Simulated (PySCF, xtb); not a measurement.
BrClH₃NSi, SMILES N[SiH](Cl)Br. One conformer was computed; it need not be the lowest.

Harmonic wavenumbers (cm⁻¹) from xtb 6.7.1 with GFN2-xTB at its own minimum, in rising order: 120, 159, 221, 246, 395, 432, 518, 653, 691, 804, 935, 1498, 2316, 3489, 3529.

### Question
What does PBE-D3(BJ)/def2-SVP (PySCF) give at its own minimum? (An estimate is asked for; the answer gives what the named calculation found.)

### Answer
122, 169, 229, 270, 398, 422, 532, 680, 801, 865, 878, 1481, 2224, 3480, 3581. Paired by order, the mean absolute difference is 33 cm⁻¹ and the zero-point energies are 22.9 and 23.1 kcal/mol.
